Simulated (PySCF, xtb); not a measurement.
C2H5F, SMILES C(C)F (connectivity only; charge and spin as stated), charge +1, multiplicity 2.

Harmonic wavenumbers (cm⁻¹) from GFN2-xTB in xtb at its own minimum, in rising order: 185, 426, 625, 822, 925, 1014, 1087, 1112, 1159, 1195, 1223, 1289, 1371, 2572, 2676, 2763, 2849, 3051.

What does PBE-D3(BJ)/def2-TZVP (PySCF) give at its own minimum? (Estimate from the structure and the level; the computed values follow.)

117, 439, 482, 709, 874, 925, 974, 1054, 1139, 1177, 1189, 1340, 1389, 2312, 2545, 2769, 2815, 3089. Paired by order, the mean absolute difference is 70 cm⁻¹ and the zero-point energies are 37.7 and 36.2 kcal/mol.
